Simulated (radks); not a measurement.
The platinum anion Pt2-, [Hg], held by a Watson sphere: a shell of charge +2 at radius R that stands for the Madelung well of a crystal (potential energy -2/R inside, -2/r outside, in hartree with lengths in bohr). All-electron calculation, scalar-relativistic Kohn-Sham, PBEsol, spin-polarised, spherical densities, finite nucleus; Fermi nuclear charge, rms radius of each element as measured or else 0.836 A^(1/3) + 0.57 fm. Program: a radial shooting solver on a logarithmic mesh with Libxc functionals. Response by self-consistent Sternheimer equations with the Hartree and adiabatic LDA kernel, the relativistic mass of each level held fixed and spin-orbit coupling left out. The sphere does not respond.

R (bohr)  e(5p) (eV)  e(6s) (eV)  e(5d) (eV)  <r> 5d (bohr)  sum of <r^2> (bohr^2)  X-ray form factor at sin(theta)/lambda = 0.1 1/angstrom  alpha (bohr^3)
2.82         -54.774      -6.928      -5.844          1.814                  79.99                                                   75.036           52.36
2.99         -54.501      -6.697      -5.505          1.830                  81.62                                                   74.974           56.72
3.66         -53.545      -5.712      -4.336          1.876                  87.88                                                   74.767           78.09
4.82         -52.239      -4.197      -2.839          1.926                  98.21                                                   74.526           135.2
5.72         -51.495      -3.311      -2.029          1.954                  106.4                                                   74.412           208.9
6.33         -51.105      -2.839      -1.614          1.972                  112.3                                                   74.360           285.6
